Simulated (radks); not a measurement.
Spherical jellium clusters: N electrons in a uniform positive sphere of charge N and radius rs N^(1/3), rs = 2.2 bohr. Level of theory: non-relativistic Kohn-Sham, PBE, spin-polarised, spherical densities (a radial shooting solver with Libxc functionals). Levels are named by radial order and angular momentum (1s, 1p, 1d, 2s, ...), and open shells are averaged over m. Each electron was tried in the lowest free levels, single moves between levels near the top were tried too, and the lowest total energy was kept; such a search can miss a lower state. Energies include the self-energy of the background; IP and EA are vertical (highest electron removed, lowest free level filled), at fixed background; spill-out counts the electrons outside the background radius R, and alpha is the static dipole polarisability from linear response (closed shells only). A dash means not computed or, for alpha, an open shell; in EA it means that no bound solution was reached, which is typical of self-interaction and does not show that the anion is unstable. Real open-shell clusters deform, which this model forbids.

\begin{tabular}{lrrrrrrr}
N & open shells & 2S & E/N (eV) & E(N+1) + E(N-1) - 2E(N) (eV) & IP (eV) & -e(HOMO) (eV) & spill-out (e) \\ \hline
1 & 1s(up 1, down 0) & 1 & -0.221 & - & - & 4.317 & 0.58 \\
2 & none & 0 & -0.962 & 2.619 & 8.061 & 5.000 & 0.83 \\
3 & 1p(up 1, down 0) & 1 & -0.336 & -1.102 & 4.770 & 2.435 & 1.27 \\
4 & 1p(up 2, down 0) & 2 & -0.298 & -1.018 & 6.060 & 3.497 & 1.56 \\
5 & 1p(up 3, down 0) & 3 & -0.479 & 0.597 & 6.850 & 4.237 & 1.76 \\
6 & 1p(up 3, down 1) & 2 & -0.500 & -0.976 & 5.984 & 3.715 & 1.96 \\
7 & 1p(up 3, down 2) & 1 & -0.655 & -0.703 & 6.810 & 4.435 & 2.12 \\
8 & none & 0 & -0.859 & 3.255 & 7.338 & 4.945 & 2.25 \\
9 & 1d(up 1, down 0) & 1 & -0.656 & -0.543 & 3.918 & 1.933 & 2.53 \\
10 & 1d(up 2, down 0) & 2 & -0.548 & -0.519 & 4.571 & 2.543 & 2.76 \\
11 & 1d(up 3, down 0) & 3 & -0.507 & -0.474 & 5.084 & 3.036 & 2.95 \\
12 & 1d(up 4, down 0) & 4 & -0.512 & -0.427 & 5.501 & 3.448 & 3.11 \\
13 & 1d(up 5, down 0) & 5 & -0.549 & 0.349 & 5.848 & 3.798 & 3.25 \\
14 & 1d(up 5, down 0) 2s(up 1, down 0) & 6 & -0.556 & 0.145 & 5.411 & 3.586 & 3.56 \\
15 & 1d(up 5, down 1) 2s(up 1, down 0) & 5 & -0.552 & -0.521 & 5.398 & 3.504 & 3.69 \\
16 & 1d(up 5, down 3) & 2 & -0.582 & -0.507 & 5.821 & 3.891 & 3.65 \\
17 & 1d(up 5, down 4) & 1 & -0.638 & -0.320 & 6.118 & 4.190 & 3.76 \\
18 & none & 0 & -0.705 & 0.161 & 6.369 & 4.449 & 3.87 \\
19 & 2s(up 1, down 0) & 1 & -0.757 & 0.359 & 6.141 & 4.326 & 4.09 \\
20 & none & 0 & -0.785 & 2.043 & 5.816 & 4.110 & 4.35 \\
21 & 1f(up 1, down 0) & 1 & -0.714 & -0.311 & 3.850 & 2.123 & 4.51 \\
22 & 1f(up 2, down 0) & 2 & -0.663 & -0.292 & 4.161 & 2.435 & 4.66 \\
23 & 1f(up 3, down 0) & 3 & -0.629 & -0.274 & 4.436 & 2.711 & 4.79 \\
24 & 1f(up 4, down 0) & 4 & -0.610 & -0.256 & 4.681 & 2.960 & 4.91 \\
25 & 1f(up 5, down 0) & 5 & -0.602 & -0.240 & 4.901 & 3.185 & 5.03 \\
26 & 1f(up 6, down 0) & 6 & -0.604 & -0.225 & 5.100 & 3.390 & 5.13 \\
27 & 1f(up 7, down 0) & 7 & -0.615 & 0.642 & 5.282 & 3.579 & 5.23 \\
28 & 1f(up 7, down 1) & 6 & -0.601 & -0.259 & 4.596 & 2.953 & 5.33 \\
29 & 1f(up 7, down 2) & 5 & -0.598 & -0.238 & 4.828 & 3.186 & 5.43 \\
30 & 1f(up 7, down 3) & 4 & -0.603 & -0.220 & 5.035 & 3.397 & 5.52 \\
31 & 1f(up 7, down 4) & 3 & -0.614 & -0.204 & 5.223 & 3.589 & 5.61 \\
32 & 1f(up 7, down 5) & 2 & -0.631 & - & 5.393 & 3.765 & 5.70 \\
\end{tabular}

All shells are closed at N = 2, 8, 18, 20 (there: 1s2 1p6 1d10 2s2); the second difference of the energy has clear peaks (12 % above both neighbours; the first and last values, which can be the largest, are not judged, and half-filled shells can peak too) at N = 5, 8, 13, 20, 27.
